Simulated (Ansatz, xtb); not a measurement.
## Two structures of FHMgNP

Structure X: a singlet given by its coordinates. Structure Y: `[F][Mg][N]=P`, a singlet. Both are isolated molecules in the gas phase, relaxed with B3LYP-D3(BJ)/def2-SVP.

X (Å):

```xyz
5

F    -2.9746    1.6947   -0.0465
Mg   -2.1073    0.2721    1.0122
N    -2.7800    1.5735    2.5426
P    -3.4145    2.6028    1.6288
H    -1.3014   -1.1635    0.6466
```

Close contacts (Å): F1–Mg2 1.97, F1–P4 1.96, Mg2–N3 2.12, Mg2–P4 2.74, N3–P4 1.52, Mg2–H5 1.69.

Y (Å):

```yaml
atoms:
  - { symbol: F, position_ang: [1.8521, -0.3643, 2.1669] }
  - { symbol: Mg, position_ang: [0.8499, -0.0314, 0.7587] }
  - { symbol: N, position_ang: [-0.2144, 0.3275, -0.7427] }
  - { symbol: P, position_ang: [-0.9522, 0.7990, -2.0286] }
  - { symbol: H, position_ang: [-2.0928, -0.1343, -2.1877] }
```

Energies in hartree; the thermal terms are from B3LYP-D3(BJ)/def2-SVP harmonic frequencies (ideal gas, rigid rotor, one conformer each, 298.15 K, 1 atm) and include the zero-point energy:

```
                                X           Y
E, CCSD(T)/def2-TZVPP  −695.783119  −695.794160
    zero-point energy     0.012420     0.013836
         H(298 K) − E     0.018799     0.020743
         G(298 K) − E    −0.016175    −0.015881
```

Problem. Work out ΔE, ΔE₀, ΔH and ΔG for X → Y in kJ/mol (1 Eh = 2625.50 kJ/mol) and the equilibrium ratio [Y]/[X].

Solution. 1. ΔE = −695.794160 − (−695.783119) = −0.011041 Eh = −28.99 kJ/mol.
2. ΔE₀ = ΔE + ΔZPE = −0.011041 + (+0.001416) Eh = −25.27 kJ/mol.
3. ΔH = ΔE + (+0.001944) Eh = −23.88 kJ/mol.
4. ΔG = ΔE + (+0.000294) Eh = −28.22 kJ/mol, so ΔS = (ΔH − ΔG)/T = +14.5 J/(mol K).
5. kT = 0.9442 mEh, so K = [Y]/[X] = exp(−ΔG/kT) = exp(+11.38) ≈ 8.8 × 10^4.

Structure Y is favoured at this temperature. An error of 4 kJ/mol in ΔG would change K by a factor of 5. Mirror images and further conformers aren't counted.

Other levels gave ΔE = −31.9 (B3LYP-D3(BJ)/def2-SVP); −57.0 (HF/def2-TZVPP); −32.2 (MP2/def2-TZVPP) kJ/mol. The correlated steps freeze 8 core orbitals; the last core shell of Mg is correlated, in a basis made for valence electrons. Programs: Ansatz 0.2.0.
